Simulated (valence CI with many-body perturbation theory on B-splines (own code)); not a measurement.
## Energy levels of W LXVIII

Computed by relativistic CI+MBPT: five valence electrons over a frozen Dirac-Fock core [He], radial functions for each j: 9 s, 9 p, 8 d, 6 f, 3 g, 1 h, with the one-electron correlation potential Σ1 (screened to all orders), the two-electron term Σ2, the three-electron term Σ3, Breit, model QED; selected single and double excitations, second order for the rest (own B-spline code, finite nucleus).

No measured spectrum was set against this ion. As an estimate, large intervals hold to a few tenths of a per cent, small ones and those within an open d or f shell to about a per cent. Among the levels kept, up to 1200 cm⁻¹ of a level comes from second order outside the variational space, and about a tenth of that is noise between levels of different J, which matters for small intervals.

Levels 1 to 45 of 75, with energies above the lowest level, (2s^2 2p1/2^2 2p3/2) J=3/2. "Leading %" is the weight of the configuration and term that name the level; weights of strongly mixed levels are sums over their largest components and can fall short. In the jj column 3d3/2^4 stands for four electrons in 3d with j = 3/2.

| No. | Configuration | Term | J | E (eV) | Leading % | Second component | g | Leading jj |
| --- | --- | --- | --- | --- | --- | --- | --- | --- |
| 1 | 2s²2p³ | ²P° | 3/2 | 0 | 49 | 27 % 2s²2p³ ²D° | 1.312 | 2s^2 2p1/2^2 2p3/2 (100 %) |
| 2 | 2s²2p³ | ⁴S° | 3/2 | 1388 | 55 | 44 % 2s²2p³ ²D° | 1.433 | 2s^2 2p1/2 2p3/2^2 (100 %) |
| 3 | 2s²2p³ | ²D° | 5/2 | 1411 | 100 |  | 1.162 | 2s^2 2p1/2 2p3/2^2 (100 %) |
| 4 | 2s²2p³ | ²P° | 1/2 | 1463 | 100 |  | 0.616 | 2s^2 2p1/2 2p3/2^2 (100 %) |
| 5 | 2s2p⁴ | ⁴P | 5/2 | 1734 | 70 | 30 % 2s2p⁴ ²D | 1.442 | 2s 2p1/2^2 2p3/2^2 (100 %) |
| 6 | 2s2p⁴ | ²S | 1/2 | 1840 | 65 | 26 % 2s2p⁴ ⁴P | 1.994 | 2s 2p1/2^2 2p3/2^2 (100 %) |
| 7 | 2s2p⁴ | ²P | 3/2 | 1842 | 52 | 35 % 2s2p⁴ ²D | 1.169 | 2s 2p1/2^2 2p3/2^2 (100 %) |
| 8 | 2s²2p³ | ²P° | 3/2 | 2854 | 51 | 28 % 2s²2p³ ²D° | 1.286 | 2s^2 2p3/2^3 (99 %) |
| 9 | 2s2p⁴ | ⁴P | 3/2 | 3150 | 85 | 10 % 2s2p⁴ ²D | 1.585 | 2s 2p1/2 2p3/2^3 (100 %) |
| 10 | 2s2p⁴ | ²D | 5/2 | 3191 | 70 | 30 % 2s2p⁴ ⁴P | 1.280 | 2s 2p1/2 2p3/2^3 (100 %) |
| 11 | 2s2p⁴ | ²P | 1/2 | 3256 | 65 | 35 % 2s2p⁴ ⁴P | 1.344 | 2s 2p1/2 2p3/2^3 (100 %) |
| 12 | 2s2p⁴ | ²D | 3/2 | 3264 | 55 | 44 % 2s2p⁴ ²P | 1.006 | 2s 2p1/2 2p3/2^3 (100 %) |
| 13 | 2p⁵ | ²P° | 3/2 | 3646 | 99 |  | 1.298 | 2p1/2^2 2p3/2^3 (99 %) |
| 14 | 2s2p⁴ | ⁴P | 1/2 | 4662 | 40 | 35 % 2s2p⁴ ²S | 1.878 | 2s 2p3/2^4 (100 %) |
| 15 | 2p⁵ | ²P° | 1/2 | 5064 | 100 |  | 0.616 | 2p1/2 2p3/2^4 (100 %) |
| 16 | 2s²2p²3s | ⁴P | 1/2 | 8808 | 46 | 32 % 2s²2p²3s ²S | 1.990 | 2s^2 2p1/2^2 3s (100 %) |
| 17 | 2s²2p²3p | ²P° | 1/2 | 8913 | 47 | 38 % 2s²2p²3p ⁴D° | 0.645 | 2s^2 2p1/2^2 3p1/2 (100 %) |
| 18 | 2s²2p²3p | ²P° | 3/2 | 9339 | 35 | 20 % 2s²2p²3p ⁴D° | 1.321 | 2s^2 2p1/2^2 3p3/2 (100 %) |
| 19 | 2s²2p²3d | ²D | 3/2 | 9429 | 43 | 32 % 2s²2p²3d ⁴F | 0.782 | 2s^2 2p1/2^2 3d3/2 (100 %) |
| 20 | 2s²2p²3d | ²D | 5/2 | 9547 | 36 | 18 % 2s²2p²3d ⁴D | 1.187 | 2s^2 2p1/2^2 3d5/2 (100 %) |
| 21 | 2s²2p²3s | ⁴P | 3/2 | 10212 | 88 | 10 % 2s²2p²3s ²P | 1.652 | 2s^2 2p1/2 2p3/2 3s (100 %) |
| 22 | 2s²2p²3s | ²P | 1/2 | 10222 | 67 | 33 % 2s²2p²3s ⁴P | 1.292 | 2s^2 2p1/2 2p3/2 3s (100 %) |
| 23 | 2s²2p²3s | ²D | 5/2 | 10231 | 65 | 35 % 2s²2p²3s ⁴P | 1.304 | 2s^2 2p1/2 2p3/2 3s (100 %) |
| 24 | 2s²2p²3s | ²D | 3/2 | 10238 | 64 | 35 % 2s²2p²3s ²P | 0.951 | 2s^2 2p1/2 2p3/2 3s (100 %) |
| 25 | 2s²2p²3p | ⁴P° | 1/2 | 10315 | 49 | 28 % 2s²2p²3p ⁴D° | 1.729 | 2s^2 2p1/2 2p3/2 3p1/2 (100 %) |
| 26 | 2s²2p²3p | ⁴D° | 3/2 | 10322 | 55 | 22 % 2s²2p²3p ²D° | 1.124 | 2s^2 2p1/2 2p3/2 3p1/2 (100 %) |
| 27 | 2s²2p²3p | ²F° | 5/2 | 10335 | 50 | 30 % 2s²2p²3p ²D° | 1.041 | 2s^2 2p1/2 2p3/2 3p1/2 (100 %) |
| 28 | 2s²2p²3p | ²P° | 3/2 | 10377 | 43 | 25 % 2s²2p²3p ²D° | 1.302 | 2s^2 2p1/2 2p3/2 3p1/2 (99 %) |
| 29 | 2s2p³3s | ⁴P° | 5/2 | 10516 | 48 | 26 % 2s2p³3s ⁶S° | 1.587 | 2s 2p1/2^2 2p3/2 3s (99 %) |
| 30 | 2s2p³3s | ²P° | 3/2 | 10545 | 35 | 24 % 2s2p³3s ⁴S° | 1.423 | 2s 2p1/2^2 2p3/2 3s (99 %) |
| 31 | 2s2p³3s | ²P° | 1/2 | 10612 | 42 | 30 % 2s2p³3s ⁴D° | 0.830 | 2s 2p1/2^2 2p3/2 3s (98 %) |
| 32 | 2s2p³3s | ²P° | 3/2 | 10621 | 38 | 20 % 2s2p³3s ⁴S° | 1.368 | 2s 2p1/2^2 2p3/2 3s (99 %) |
| 33 | 2s2p³3p | ⁴P | 3/2 | 10631 | 30 | 21 % 2s2p³3p ⁶P | 1.659 | 2s 2p1/2^2 2p3/2 3p1/2 (99 %) |
| 34 | 2s2p³3p | ²D | 5/2 | 10632 | 26 | 19 % 2s2p³3p ⁴D | 1.327 | 2s 2p1/2^2 2p3/2 3p1/2 (99 %) |
| 35 | 2s2p³3p | ²P | 1/2 | 10718 | 36 | 18 % 2s2p³3p ⁴P | 1.254 | 2s 2p1/2^2 2p3/2 3p1/2 (99 %) |
| 36 | 2s2p³3p | ²D | 3/2 | 10720 | 35 | 21 % 2s2p³3p ⁴F | 0.959 | 2s 2p1/2^2 2p3/2 3p1/2 (99 %) |
| 37 | 2s²2p²3p | ⁴D° | 5/2 | 10732 | 52 | 34 % 2s²2p²3p ⁴P° | 1.405 | 2s^2 2p1/2 2p3/2 3p3/2 (99 %) |
| 38 | 2s²2p²3p | ²P° | 1/2 | 10737 | 36 | 30 % 2s²2p²3p ⁴P° | 1.543 | 2s^2 2p1/2 2p3/2 3p3/2 (98 %) |
| 39 | 2s²2p²3p | ²D° | 3/2 | 10741 | 53 | 21 % 2s²2p²3p ⁴P° | 1.127 | 2s^2 2p1/2 2p3/2 3p3/2 (100 %) |
| 40 | 2s²2p²3p | ²F° | 7/2 | 10748 | 65 | 35 % 2s²2p²3p ⁴D° | 1.214 | 2s^2 2p1/2 2p3/2 3p3/2 (100 %) |
| 41 | 2s²2p²3p | ⁴S° | 3/2 | 10769 | 32 | 31 % 2s²2p²3p ²P° | 1.405 | 2s^2 2p1/2 2p3/2 3p3/2 (98 %) |
| 42 | 2s²2p²3p | ²D° | 5/2 | 10777 | 66 | 16 % 2s²2p²3p ²F° | 1.173 | 2s^2 2p1/2 2p3/2 3p3/2 (100 %) |
| 43 | 2s²2p²3p | ²P° | 1/2 | 10800 | 86 | 7 % 2s²2p²3p ⁴D° | 0.632 | 2s^2 2p1/2 2p3/2 3p3/2 (99 %) |
| 44 | 2s²2p²3d | ⁴F | 3/2 | 10835 | 43 | 26 % 2s²2p²3d ²P | 0.919 | 2s^2 2p1/2 2p3/2 3d3/2 (100 %) |
| 45 | 2s²2p²3d | ⁴F | 5/2 | 10837 | 53 | 38 % 2s²2p²3d ²F | 0.953 | 2s^2 2p1/2 2p3/2 3d3/2 (99 %) |

The ionisation energy to 2s²2p² ³P0 of the next ion comes out as 16635 eV (NIST: 16588 ± 11 eV (semi-empirical)). All 75 levels together are meant to be complete up to 11275 eV.
